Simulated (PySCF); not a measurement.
CH4Si, SMILES C=[SiH2]. Atoms are numbered in the order given.

```xyz
6

C      0.0000     0.0000    -1.1527
Si     0.0000     0.0000     0.5494
H      0.0000    -0.9164    -1.7315
H      0.0000     0.9164    -1.7315
H      0.0000     1.2457     1.3439
H      0.0000    -1.2457     1.3439
```
Charge 0, spin multiplicity 1.

Coordinates come from a r2SCAN-D4/def2-TZVP optimisation.

Two levels are set side by side: PBE/pcSseg-2 (PySCF) and PBE0/pcSseg-2 (PySCF). GIAO shifts against TMS (²⁹Si), TMS (¹H), TMS (¹³C) at the same level; non-relativistic, no solvent, atoms listed together averaged. Differences are taken from unrounded values.

| quantity | PBE0 | PBE | PBE minus PBE0 |
|---|---|---|---|
| δ(¹³C) of C1 (ppm) | 122.6 | 122.6 | -0.1 |
| δ(²⁹Si) of Si2 (ppm) | 75.6 | 67.8 | -7.8 |
| δ(¹H) of H3, H4 (ppm) | 6.01 | 6.09 | 0.08 |
| δ(¹H) of H5, H6 (ppm) | 5.33 | 5.43 | 0.09 |

Rough cost on one machine, each run with all the roots and properties that it gave: PBE0 against PBE within a factor of 2.
